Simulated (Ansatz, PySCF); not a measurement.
System: CH4O2, charge 0, multiplicity 1. 
Geometry from a B3LYP-D3(BJ)/def2-TZVP (Ansatz, a program for electronic structure) optimisation:
```
C
H 1 1.0928
H 1 1.0928 2 109.93
O 1 1.4063 2 105.14 3 120.65
H 4 0.9650 1 108.19 2 -176.05
O 1 1.4063 2 111.93 3 -116.46
H 6 0.9650 1 108.19 2 -56.73
```

Quantity: vertical ionisation energy (to the doublet state of charge +1; each state is the SCF solution reached for its spin; for the doublet the Hartree-Fock reference is unstable and T1 is 0.039), in eV. Correlated levels leave the core frozen unless marked. UHF or UKS for open shells. No spin-orbit coupling. Non-relativistic. CBS marks a two-point X^-3 extrapolation of the correlation energy; Hartree-Fock from the larger set.

```csv
level,program,vertical ionisation energy (eV)
r2SCAN/def2-TZVPD,Ansatz,10.75
PBE0/def2-TZVPD,Ansatz,10.99
M06-2X/def2-TZVPD,PySCF,11.42
B2PLYP/def2-TZVPD,Ansatz,11.22
RI-MP2/aug-cc-pVTZ,Ansatz,11.99
"RI-MP2/CBS(aug-cc-pVTZ,aug-cc-pVQZ)",Ansatz,12.11
```

For comparison, minus the highest occupied orbital energy (PySCF): 10.13 eV at M06-2X/def2-TZVPD, 6.84 eV at SVWN5/def2-TZVPD, 7.45 eV at TPSSh/def2-TZVPD.
